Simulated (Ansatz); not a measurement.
Ligand-field states of [Ni(H2O)4]2+ (NiO4H8²⁺) at its PBE-D4/def2-SVP geometry (relaxed as a triplet).

```xyz
13

Ni    0.2316   -0.0871    0.1584
O     0.1320   -1.4260   -1.2677
H    -0.4864   -2.1904   -1.2882
H     0.4850   -1.3188   -2.1791
O    -0.5277   -1.0184    1.7302
H    -1.4103   -0.8184    2.1124
H    -0.1943   -1.8255    2.1813
O    -1.2194    1.2920    0.1845
H    -1.8814    1.4291   -0.5280
H    -1.1806    2.1283    0.6994
O     1.7242    1.0692   -0.4468
H     1.6534    1.9491   -0.8768
H     2.6738    0.8169   -0.4796
```

CASSCF(8,5) on the Ni 3d shell in def2-SVP, averaged with equal weights over 10 triplets and 15 singlets, then SC-NEVPT2; Ansatz, no spin–orbit coupling. The space holds no ligand orbitals and no second d shell, so covalent complexes are described poorly.

(1) Estimate the states' energies above the lowest.

Answers

(1) 
| state | CASSCF (cm⁻¹) | NEVPT2 (cm⁻¹) |
| --- | --- | --- |
| triplet 1 | 0 | 0 |
| triplet 2 | 2415 | 3007 |
| triplet 3 | 2530 | 3218 |
| triplet 4 | 4002 | 5015 |
| triplet 5 | 5970 | 7451 |
| triplet 6 | 6417 | 8095 |
| triplet 7 | 7724 | 9638 |
| triplet 8 | 21545 | 20069 |
| triplet 9 | 24390 | 23403 |
| triplet 10 | 25199 | 24176 |
| singlet 1 | 16774 | 14856 |
| singlet 2 | 17632 | 16077 |
| singlet 3 | 19501 | 18573 |
| singlet 4 | 19526 | 18529 |
| singlet 5 | 21844 | 21429 |
| singlet 6 | 26159 | 25163 |
| singlet 7 | 27278 | 26516 |
| singlet 8 | 27940 | 27176 |
| singlet 9 | 29311 | 28926 |
| singlet 10 | 29492 | 29094 |
| singlet 11 | 31125 | 30770 |
| singlet 12 | 31255 | 31106 |
| singlet 13 | 32057 | 32036 |
| singlet 14 | 32161 | 32104 |
| singlet 15 | 66144 | 60796 |
The lowest NEVPT2 state is a triplet. Run time 21 s (4 threads of Intel Xeon Platinum 8259CL on a shared host), peak host memory 0.62 GiB.
